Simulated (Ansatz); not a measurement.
TiAl₆⁺, relaxed as a doublet with UKS r2SCAN-D4/def2-SVP in Ansatz, starting from the GFN1-xTB geometry. Force threshold 0.02 eV/Å.

The charge 1 doublet is spin-contaminated (final ⟨S²⟩ up to 1.70, 0.75 for a pure state). Another isomer (doublet) lies 0.95 eV lower at PBE0-D4/def2-TZVP; other spin states weren't run for this one.

Start:

```xyz
7

Ti    0.109    0.129   -0.104
Al    0.917   -0.140   -1.095
Al   -0.344   -0.404    0.327
Al   -0.890    0.473   -1.216
Al   -1.357   -1.596    1.289
Al    1.390    0.115    0.741
Al    0.173    1.423    0.058
```

```csv
step,energy (eV),largest force component (eV/Å),SCF passes
1,-62438.1891,486.075,80
2,-62552.6127,107.384,107
3,-62596.0317,63.256,81
4,-62627.8140,31.576,64
5,-62644.5621,17.090,65
6,-62653.8834,9.238,106
7,-62659.4745,5.394,71
8,-62662.9627,3.496,59
9,-62665.0106,2.021,61
10,-62665.9652,1.265,55
11,-62666.3430,1.008,61
13,-62666.7504,0.248,55
15,-62666.8089,0.112,58
17,-62666.8594,0.149,60
19,-62666.9562,0.330,73
21,-62667.1379,0.220,58
23,-62667.4760,0.449,64
25,-62667.6940,0.207,53
27,-62667.7984,0.175,56
29,-62668.1282,0.750,115
31,-62668.4547,0.343,63
33,-62668.4973,0.056,56
35,-62668.5011,0.024,49
36,-62668.5013,0.009,51
```

Force components are those of the run's own axes.

End:

```csv
atom,x (Å),y (Å),z (Å)
Ti1,1.1739,0.5947,-1.0764
Al2,-0.2431,-1.6091,-1.7838
Al3,0.1908,-0.6235,1.1510
Al4,-1.4193,0.5409,-0.8631
Al5,-1.6380,-2.1204,0.2310
Al6,2.0199,1.0996,1.5791
Al7,-0.0841,2.1179,0.7622
```

Bonds lost: Ti1–Al5, Al2–Al3, Al2–Al6, Al2–Al7 (atoms count from 1). Bonds formed: Al2–Al5, Al4–Al5 (atoms count from 1). Metal–metal contacts that move far: Al3–Al4 1.86 to 2.83 Å.

No frequencies were taken in this run, so the end may be a saddle point.

Run time 6.5 min (4 threads of Arm Neoverse V2 on a shared host).
